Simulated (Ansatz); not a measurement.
Isolated molecules relaxed with PBE0-D4/def2-TZVP in Ansatz; ΔE leaves out vibrations. CBS: MP2 limit from def2 TZ/QZ plus the TZ coupled-cluster correction, frozen cores. Functionals use def2-TZVPP. One conformer a species, not always the lowest.

`ClC[SiH2]CCl` → `C[SiH2]C(Cl)Cl`  (isomerisation)

| level | ΔE (kJ/mol) |
| --- | --- |
| PBE-D4 | -8.3 |
| PBE0 | -4.4 |

Q: What does CCSD(T)/CBS give? (An estimate is asked.)

A: Computed: -4.8 kJ/mol. The listed levels differ from it by -3.5, 0.4 kJ/mol.

Largest T1 diagnostic among the species: 0.010.

From PBE to PBE0 (25 % exact exchange), in def2-TZVPP and without D4, ΔE moves by +3.0 kJ/mol. In def2-TZVPP, CCSD(T) changes the Hartree–Fock value by −10.0 kJ/mol (the triples alone add −2.2 kJ/mol) and MP2 by −13.3 kJ/mol.

CCSD(T)/CBS has its own doubt, a few kJ/mol and more with outer-core shells, so smaller differences from it don't rank the levels.
